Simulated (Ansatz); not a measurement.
Relaxation of the cluster Na6H6 with RKS PBE-D4/def2-SVP.

```sh
$ ansatz run in.yaml --threads 4 --pin off --events-out ev --progress --plain --max-ram 8704MiB
```

```yaml
crystal:
  periodic: [false, false, false]
  atoms:
    - {symbol: Na, position_ang: [0.121340, -0.016430, -2.179730]}
    - {symbol: Na, position_ang: [0.513680, 2.163000, -0.198630]}
    - {symbol: Na, position_ang: [0.129090, -0.246980, 2.770300]}
    - {symbol: Na, position_ang: [-0.491360, -2.540730, -0.503290]}
    - {symbol: Na, position_ang: [-2.398160, 0.956170, -0.050330]}
    - {symbol: Na, position_ang: [1.754340, -0.517120, 0.259270]}
    - {symbol: H, position_ang: [-1.085480, 1.932070, 0.175020]}
    - {symbol: H, position_ang: [1.171690, 0.989870, -1.276650]}
    - {symbol: H, position_ang: [-0.899820, -0.723900, 1.393380]}
    - {symbol: H, position_ang: [1.439750, 0.368570, 1.629760]}
    - {symbol: H, position_ang: [-1.294760, -0.495370, -1.557210]}
    - {symbol: H, position_ang: [1.039690, -1.869150, -0.461890]}
basis:
  gaussian: {orbitals: def2-SVP}
hamiltonian: {xc: pbe, dispersion: d4}
scf: {lower_state_search: "off"}
output: {orbitals: {seedname: orbitals}}
relax: {f_tol: 0.02, max_steps: 100}
```

Hardware: 4 threads of Arm Neoverse N1 on a shared host. Wall time 29 s.

Positions (Å) and forces (eV/Å) at steps 1, 2, 3, 4, 5, 6, 7, 8, 10, 11 of 11:

```xyz
12
step=1 energy=-26562.1394 eV
Na    0.121   -0.016   -2.180    1.195   -0.323   -1.891
Na    0.514    2.163   -0.199    1.448    1.449    0.796
Na    0.129   -0.247    2.770    0.087    0.142    1.434
Na   -0.491   -2.541   -0.503   -1.920   -0.432    0.133
Na   -2.398    0.956   -0.050   -1.346   -1.551   -0.247
Na    1.754   -0.517    0.259    1.324    0.288   -0.931
H    -1.085    1.932    0.175   -0.626    1.503    0.705
H     1.172    0.990   -1.277    1.856    0.107   -0.421
H    -0.900   -0.724    1.393   -1.231   -0.761   -0.697
H     1.440    0.369    1.630    0.633    1.623    1.543
H    -1.295   -0.495   -1.557   -2.611   -0.971    0.569
H     1.040   -1.869   -0.462    1.192   -1.073   -0.993
12
step=2 energy=-26564.4751 eV
Na    0.134   -0.061   -2.265    0.601   -0.030   -0.838
Na    0.603    2.261   -0.135    0.675    0.501    0.572
Na    0.113   -0.236    2.853   -0.014    0.362    0.377
Na   -0.611   -2.536   -0.485   -0.738   -1.760    0.054
Na   -2.444    0.850   -0.051   -0.448   -0.493    0.001
Na    1.857   -0.488    0.232    0.858    0.316   -0.388
H    -1.148    2.066    0.211   -0.503    0.927    0.322
H     1.314    1.025   -1.338    0.939    0.100   -0.284
H    -1.046   -0.828    1.404   -0.687   -0.204    0.106
H     1.557    0.486    1.732    0.294    0.836    0.880
H    -1.445   -0.571   -1.614   -1.622    0.121   -0.154
H     1.116   -1.968   -0.544    0.645   -0.676   -0.647
12
step=3 energy=-26565.2312 eV
Na    0.141   -0.061   -2.332    0.207   -0.144   -0.215
Na    0.662    2.322   -0.069    0.302    0.130    0.393
Na    0.098   -0.181    2.903   -0.107    0.108   -0.273
Na   -0.647   -2.729   -0.487   -0.393    0.686    0.253
Na   -2.483    0.805   -0.042    0.263   -0.722   -0.036
Na    1.934   -0.477    0.207    0.246    0.001   -0.263
H    -1.202    2.181    0.248   -0.342    0.593    0.169
H     1.418    1.057   -1.373    0.521    0.052   -0.172
H    -1.152   -0.855    1.431   -0.358   -0.361   -0.027
H     1.627    0.575    1.799    0.160    0.457    0.479
H    -1.586   -0.550   -1.676   -0.666   -0.395    0.075
H     1.189   -2.088   -0.609    0.168   -0.405   -0.384
12
step=4 energy=-26565.8000 eV
Na    0.148   -0.115   -2.406    0.064   -0.041    0.164
Na    0.757    2.416    0.017   -0.017   -0.159    0.192
Na    0.062   -0.164    2.940   -0.061    0.107   -0.581
Na   -0.776   -2.657   -0.440   -0.019    0.707    0.182
Na   -2.494    0.668   -0.032    0.498   -0.256    0.017
Na    2.041   -0.450    0.172    0.069   -0.046   -0.125
H    -1.257    2.312    0.301   -0.172    0.135    0.038
H     1.558    1.089   -1.425    0.079    0.010   -0.059
H    -1.313   -0.967    1.404   -0.061   -0.190    0.151
H     1.743    0.702    1.885   -0.113    0.091    0.200
H    -1.740   -0.648   -1.721   -0.113   -0.237   -0.011
H     1.272   -2.187   -0.694   -0.154   -0.120   -0.170
12
step=5 energy=-26566.0605 eV
Na    0.186   -0.164   -2.359    0.060   -0.059    0.130
Na    0.765    2.344    0.124    0.033   -0.095    0.088
Na    0.004   -0.068    2.774   -0.114    0.059   -0.440
Na   -0.820   -2.582   -0.371   -0.033    0.618    0.123
Na   -2.397    0.597   -0.005    0.301   -0.189   -0.015
Na    2.165   -0.465    0.146    0.056   -0.009   -0.173
H    -1.268    2.318    0.364   -0.112    0.032    0.101
H     1.587    1.106   -1.426    0.064   -0.015   -0.003
H    -1.435   -1.040    1.440    0.041   -0.120    0.089
H     1.737    0.762    1.820   -0.125    0.025    0.132
H    -1.756   -0.676   -1.739   -0.039   -0.202    0.048
H     1.230   -2.133   -0.768   -0.132   -0.044   -0.082
12
step=6 energy=-26566.2165 eV
Na    0.223   -0.217   -2.306    0.048   -0.063    0.054
Na    0.782    2.288    0.197    0.047   -0.001   -0.017
Na   -0.073    0.018    2.615   -0.118    0.037   -0.249
Na   -0.861   -2.469   -0.307   -0.041    0.406    0.061
Na   -2.304    0.526    0.015    0.082   -0.085   -0.057
Na    2.276   -0.463    0.096    0.005    0.012   -0.125
H    -1.273    2.306    0.448   -0.031   -0.070    0.140
H     1.624    1.116   -1.431    0.037   -0.014    0.032
H    -1.513   -1.101    1.471    0.070   -0.065    0.024
H     1.705    0.793    1.776   -0.054   -0.046    0.052
H    -1.771   -0.717   -1.748    0.032   -0.141    0.096
H     1.186   -2.079   -0.827   -0.079    0.030   -0.011
12
step=7 energy=-26566.3339 eV
Na    0.266   -0.273   -2.272    0.020   -0.039   -0.005
Na    0.813    2.265    0.235    0.031    0.057   -0.092
Na   -0.161    0.105    2.464   -0.095    0.055   -0.096
Na   -0.902   -2.358   -0.252    0.000    0.144    0.008
Na   -2.268    0.474    0.021   -0.069    0.010   -0.094
Na    2.362   -0.447    0.039   -0.053    0.006   -0.041
H    -1.257    2.241    0.569    0.036   -0.138    0.158
H     1.659    1.122   -1.437    0.010    0.009    0.021
H    -1.568   -1.144    1.483    0.040   -0.017    0.017
H     1.678    0.796    1.739    0.038   -0.084    0.014
H    -1.762   -0.764   -1.730    0.043   -0.046    0.078
H     1.139   -2.016   -0.859   -0.001    0.043    0.032
12
step=8 energy=-26566.4087 eV
Na    0.289   -0.302   -2.263    0.015   -0.019   -0.041
Na    0.844    2.259    0.231    0.031    0.060   -0.095
Na   -0.238    0.215    2.358   -0.081    0.079   -0.029
Na   -0.906   -2.296   -0.228    0.025   -0.003    0.022
Na   -2.296    0.446    0.002   -0.104    0.033   -0.076
Na    2.387   -0.436    0.012   -0.046   -0.008    0.024
H    -1.210    2.116    0.717    0.051   -0.129    0.135
H     1.676    1.131   -1.455   -0.017    0.024    0.007
H    -1.610   -1.148    1.489    0.011   -0.016   -0.003
H     1.683    0.784    1.721    0.070   -0.075   -0.011
H    -1.750   -0.782   -1.724    0.029    0.016    0.045
H     1.132   -1.987   -0.862    0.016    0.036    0.023
12
step=10 energy=-26566.4662 eV
Na    0.333   -0.350   -2.325    0.005   -0.002   -0.005
Na    0.846    2.251    0.175   -0.003   -0.001   -0.004
Na   -0.334    0.352    2.325   -0.001    0.003    0.007
Na   -0.845   -2.252   -0.175    0.000    0.000    0.004
Na   -2.356    0.454   -0.027    0.000    0.003    0.000
Na    2.355   -0.456    0.028    0.001   -0.002   -0.002
H    -1.164    1.989    0.903   -0.001    0.000    0.000
H     1.645    1.145   -1.495   -0.005    0.000    0.000
H    -1.641   -1.144    1.493    0.000   -0.002    0.001
H     1.695    0.729    1.703   -0.002   -0.004    0.002
H    -1.697   -0.731   -1.704    0.003    0.006    0.000
H     1.162   -1.987   -0.902    0.004   -0.003   -0.004
12
step=11 energy=-26566.4666 eV
Na    0.344   -0.362   -2.343   -0.002   -0.001    0.005
Na    0.833    2.243    0.169   -0.001   -0.006    0.002
Na   -0.345    0.363    2.344    0.003   -0.002   -0.008
Na   -0.833   -2.244   -0.170    0.001    0.009    0.001
Na   -2.352    0.461   -0.025    0.006   -0.003    0.000
Na    2.353   -0.461    0.024   -0.005    0.003    0.000
H    -1.171    1.997    0.918   -0.002    0.003    0.002
H     1.635    1.141   -1.499    0.004    0.000   -0.001
H    -1.637   -1.141    1.498   -0.002    0.001   -0.001
H     1.683    0.716    1.699   -0.002    0.003    0.002
H    -1.682   -0.716   -1.701   -0.002   -0.002    0.001
H     1.172   -1.997   -0.916    0.001   -0.004   -0.004
```

The structure comes from a short search, and lower isomers may exist.
